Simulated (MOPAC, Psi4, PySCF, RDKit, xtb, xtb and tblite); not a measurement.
Two geometries of H4Cl3FSi3, SMILES F[SiH2][SiH2][Si](Cl)(Cl)Cl, relaxed at GFN2-xTB with one dihedral held; other torsions can differ between them too.

Structure A

```
11

F      3.2291    -0.1343     0.5286
Si     1.9033    -0.4581    -0.3317
Si     0.1155     0.4650     0.8218
Si    -1.9169     0.1118    -0.2534
Cl    -3.5278     0.8767     0.7041
Cl    -2.2791    -1.8780    -0.5038
Cl    -1.9108     0.9237    -2.1225
H      1.9280    -1.9139    -0.4257
H      2.2089     0.1342    -1.6297
H     -0.0061    -0.0711     2.1882
H      0.2663     1.9166     1.0203
```

Structure B

```
11

F      3.2741    -0.0142     0.4580
Si     1.9299    -0.4453    -0.3231
Si     0.1362     0.3259     0.9293
Si     0.7320     1.4588     2.8804
Cl    -0.8612     2.0597     3.9913
Cl     1.8109     3.1311     2.4662
Cl     1.8772     0.2987     4.0946
H      2.0688    -1.8936    -0.4354
H      2.1113     0.1580    -1.6393
H     -0.7092     1.2187     0.1200
H     -0.7504    -0.7899     1.2977
```

Q: Which is lower in energy at the level DF-MP2 (frozen core)/cc-pVTZ // GFN2-xTB (Psi4 1.11), and by how much?

A: A is lower, by 3.07 kJ/mol (dihedral F1–Si2–Si3–Si4: 180° in A, 0° in B).

E(B) − E(A) in kJ/mol at the other levels, on the same two geometries: GFN2-xTB (xtb and tblite) 1.49; MMFF94 // GFN2-xTB (RDKit) 7.52; PBE/def2-SVP // GFN2-xTB (Psi4) 1.37; PBE-D3(BJ)/def2-SVP // GFN2-xTB (Psi4) 1.14; HF/cc-pVTZ // GFN2-xTB (Psi4) 2.84; UFF // GFN2-xTB (RDKit) 4.85; PM6, restricted, heats of formation // GFN2-xTB (MOPAC) 2.56; AM1, restricted, heats of formation // GFN2-xTB (MOPAC) -1.47; GFN1-xTB // GFN2-xTB (xtb) -2.22; restricted B3LYP/6-31G*, spherical d, density fitting // GFN2-xTB (PySCF) 0.48; restricted MP2 (frozen core)/6-31G*, spherical d // GFN2-xTB (PySCF) -0.06; restricted LDA (SVWN5)/6-31G*, spherical d, density fitting // GFN2-xTB (PySCF) 1.28; restricted MP2 (frozen core)/3-21G // GFN2-xTB (PySCF) 0.81.

MMFF94 has few fitted parameters for silicon.
